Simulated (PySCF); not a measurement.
## Cr⁺ (chromium, charge +1): LDA calculation

Configuration: [Ar] 3d5, high-spin 6S determinant. All numbers are calculated (PySCF 2.14, the non-relativistic Hamiltonian (point nucleus), in 6-31G*).

* Total energy: -1041.751 hartree
* One-electron energy: -1434.035 hartree
* Hartree (Coulomb) energy: 438.788 hartree
* Exchange-correlation energy: -46.504 hartree
* Kinetic energy: 1043.32581 hartree
* ⟨S²⟩: 8.7502
* ⟨L²⟩: 0.000
* Sum of ⟨r⟩: 16.35 bohr
* Sum of ⟨r²⟩: 19.58 bohr²
* Density at the nucleus (Gaussians lack the cusp): 8760 bohr⁻³
* Spin density at the nucleus: 0.0714 bohr⁻³
* Langevin diamagnetic susceptibility: -15.5 ×10⁻⁶ cm³/mol
* Time after the integrals: 0.25 s of wall time on 1 thread of Neoverse-V1 (shared host)

```
shell  electrons  mean orbital energy (eV)  rms radius, mean of both spins (bohr)
 1s α          1                   -5821.9                                 0.0744
 1s β          1                   -5821.9                                 0.0744
 2s α          1                   -659.97                                  0.321
 2s β          1                   -658.27                                  0.321
 2p α          3                   -562.26                                  0.289
 2p β          3                   -560.94                                  0.289
 3s α          1                   -77.727                                  0.981
 3s β          1                   -73.263                                  0.981
 3p α          3                   -50.744                                   1.06
 3p β          3                   -46.346                                   1.06
 3d α          5                    -8.611                                   1.43
```
